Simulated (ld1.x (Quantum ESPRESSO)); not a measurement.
# caesium (Cs): variants of one TM potential

Base potential:

caesium, norm-conserving Troullier–Martins (Kleinman–Bylander form), made with ld1.x (Quantum ESPRESSO) 7.5 (PBEsol, scalar-relativistic). Core [Xe], reference 5d1 6s0 6p0. Waves: 6s (bound, empty): rc 3.55 bohr; 6p (bound, empty): rc 4.20 bohr; 5d (bound): rc 4.10 bohr. Local part: all-electron potential smoothed inside 3.30 bohr (lloc = -2). Core correction: a·sin(br)/r model core inside 2.95 bohr.

Cutoffs, loose and tight: the cutoffs (Ry, on a coarse ladder) from which the occupation-weighted sum of valence levels, in a spherical-Bessel basis at the reference potential, stays within 10 and 1 mRy of its value at 400 Ry. They do not see the model core or the augmentation charge, which bear on the density cutoff. Test errors are all-electron minus pseudo excitation energies from the reference, over the configurations 5d0 6s1 6p0; 5d0 6s0.5 6p0; 5d0 6s0 6p1; 5d0.5 6s0.5 6p0. A dash means not determined; rows that change the core or the reference have their own tests.

A true bound ghost makes a file unfit for plane-wave use even where its test errors are small: the radial tests pick states by their node count and pass the ghost by.

| change | outcome | cutoff, loose | cutoff, tight | bound ghosts | largest test error (meV) |
| --- | --- | --- | --- | --- | --- |
| base | generated | 6 Ry | 8 Ry | none | -14 |
| wave 6p (bound): rc 4.20 bohr becomes 6p (bound): rc 3.02 bohr | generated | 6 Ry | 8 Ry | p | -11 |
| wave 6p (bound): rc 4.20 bohr becomes 6p (bound): rc 3.60 bohr | generated | 6 Ry | 8 Ry | p | -9.6 |
| wave 6p (bound): rc 4.20 bohr becomes 6p (bound): rc 4.38 bohr | generated | 6 Ry | 8 Ry | none | -16 |
| wave 6p (bound): rc 4.20 bohr becomes 6p (bound): rc 5.52 bohr | generated | 6 Ry | 8 Ry | none | -23 |
| wave 6p (bound): rc 4.20 bohr becomes 6p (bound): rc 6.32 bohr | generated | 6 Ry | 8 Ry | none | -22 |

Q: What comes out with this change to the base: wave 6p (bound): rc 4.20 bohr becomes 6p (bound): rc 4.68 bohr?

A: outcome: generated; cutoff, loose: 6 Ry; cutoff, tight: 8 Ry; bound ghosts: none; largest test error (meV): -19.

Reading the sweep of the p radius (base included, trends over the rows without a ghost): The loose cutoff stays near 6 Ry. The median size of the test errors (rows with all tests solved) stays near 2.7 meV. Bound ghosts are found at 3.02, 3.6 bohr.
